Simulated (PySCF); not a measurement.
CH₄ClNOSi₂, SMILES C1=N[SiH2][Si@@H](Cl)O1. Coordinates come from a PBE-D3(BJ)/def2-SVP optimisation. The structure was generated by enumeration; whether it is a known compound was not checked.

Task: Give the equilibrium geometry at PBE-D3(BJ)/def2-SVP (PySCF confirms it by a frequency run) as a Z-matrix. (An estimate is asked for; the answer gives what the named calculation found.)

Result: 
```
Si
O 1 1.7437
C 2 1.3695 1 115.82
N 3 1.2805 2 127.55 1 4.97
H 3 1.1108 4 122.18 2 -179.52
Si 4 1.7787 3 115.54 5 -179.11
H 1 1.4954 2 105.62 3 -134.06
H 6 1.4991 4 111.87 3 -121.60
H 6 1.5014 8 110.40 4 124.09
Cl 1 2.0790 7 108.07 2 115.09
```
